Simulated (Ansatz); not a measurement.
CdB₉, relaxed as a doublet with UKS PBE-D4/def2-SVP in Ansatz, starting from the GFN1-xTB geometry. Force threshold 0.03 eV/Å.

In the def2 sets Cd takes a core potential; there is no spin–orbit coupling. The structure comes from a short search, and lower isomers may exist.

Start:

```
atom   x (Å)   y (Å)   z (Å)
 Cd1  -0.931  -2.078  -2.184
  B2  -0.759  -1.413   0.053
  B3   1.916   0.993   0.741
  B4  -1.506  -0.017   0.591
  B5   0.905   0.426   1.778
  B6   1.382   0.730  -0.716
  B7  -0.637   0.393   1.878
  B8  -1.088   0.763  -0.734
  B9   0.151   0.698  -1.672
 B10   0.567  -0.495   0.266
```

(1) Estimate the energy that the relaxation releases and the steps that it takes.

(2) Does the start keep its bonding and symmetry?

(3) Predict the relaxed structure.

## Answers

(1) 252.2 kJ/mol, in 17 steps; 53 s on 6 threads of AMD EPYC on a shared host. No frequencies were taken in this run, so the end may be a saddle point.

(2) Bonds formed: B2–B7, B2–B8, B4–B10, B7–B10, B8–B10, B9–B10 (atoms count from 1).

(3) 
| atom | x (Å) | y (Å) | z (Å) |
| --- | --- | --- | --- |
| Cd1 | 0.0416 | -2.6775 | -1.2443 |
| B2 | -0.8103 | -0.8520 | -0.1067 |
| B3 | 1.8952 | 0.3339 | 0.4181 |
| B4 | -1.6842 | 0.4129 | 0.7511 |
| B5 | 0.9673 | -0.3228 | 1.5183 |
| B6 | 1.4412 | 0.9725 | -0.9397 |
| B7 | -0.6004 | -0.3494 | 1.6160 |
| B8 | -1.3946 | 0.7299 | -0.7729 |
| B9 | -0.0373 | 1.0718 | -1.4898 |
| B10 | 0.1816 | 0.6807 | 0.2499 |
Bond lengths: 18 × B–B 1.57 to 1.95 Å; 1 × B–Cd 2.31 Å.
